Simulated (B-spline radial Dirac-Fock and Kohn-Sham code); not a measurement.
Photoemission from Hf at 8250 eV, detector at θ = 90°, φ = 0°

System: the free hafnium atom in the configuration 1s2 2s2 2p6 3s2 3p6 3d10 4s2 4p6 4d10 4f14 5s2 5p6 5d2 6s2. These are calculated numbers from a radial atomic solver; the model is Dirac-Hartree-Slater photoionisation with a Latter tail; cross sections with all multipoles, angular parameters from the dipole term and its interference with E2. Thresholds are tabulated edges, those marked * orbital energies of the model. For linearly polarised light dσ/dΩ = σ/(4π) [1 + β P₂(cos θ) + (δ + γ cos²θ) sin θ cos φ], with θ from the polarisation vector and φ the angle between the beam and the projection of the electron momentum on the plane normal to the polarisation. The dipole factor is 1 + βP₂ and the non-dipole term is the rest of the bracket. Open shells are filled statistically over j.

```tsv
subshell	threshold (eV)	σ (kb)	β	γ	δ	dipole factor	non-dipole term	dσ/dΩ (kb/sr)
3s	2601.0	4.97	1.96	-0.14	-0.002	0.022	-0.002	≈ 0
3p1/2	2365.0	6.04	1.57	0.36	0.008	0.213	+0.008	0.106
3p3/2	2107.0	10.5	1.68	0.45	0.023	0.161	+0.023	0.155
3d3/2	1716.0	5.13	1.20	1.25	0.158	0.398	+0.158	0.227
3d5/2	1662.0	6.83	1.10	1.25	0.174	0.448	+0.174	0.338
4s	538.0	1.28	1.96	-0.15	-0.002	0.021	-0.002	≈ 0
4p1/2	438.2	1.36	1.58	0.53	0.006	0.208	+0.006	0.0231
4p3/2	380.7	2.31	1.69	0.62	0.020	0.155	+0.020	0.0320
4d3/2	220.0	0.981	1.18	1.33	0.145	0.408	+0.145	0.0431
4d5/2	211.5	1.29	1.07	1.30	0.165	0.465	+0.165	0.0649
4f5/2	26.41*	0.0675	0.69	1.43	0.407	0.653	+0.407	0.00570
4f7/2	24.51*	0.0825	0.67	1.40	0.419	0.663	+0.419	0.00710
5s	64.20	0.222	1.96	-0.14	-0.002	0.021	-0.002	≈ 0
5p1/2	45.65*	0.193	1.58	0.56	0.005	0.208	+0.005	0.00327
5p3/2	37.37*	0.310	1.69	0.65	0.019	0.155	+0.019	0.00428
5d3/2	5.18*	0.0102	1.18	1.34	0.143	0.410	+0.143	0.000448
5d5/2	4.63*	0.0126	1.06	1.31	0.164	0.468	+0.164	0.000631
6s	6.57*	0.0190	1.96	-0.14	-0.002	0.021	-0.002	≈ 0
```
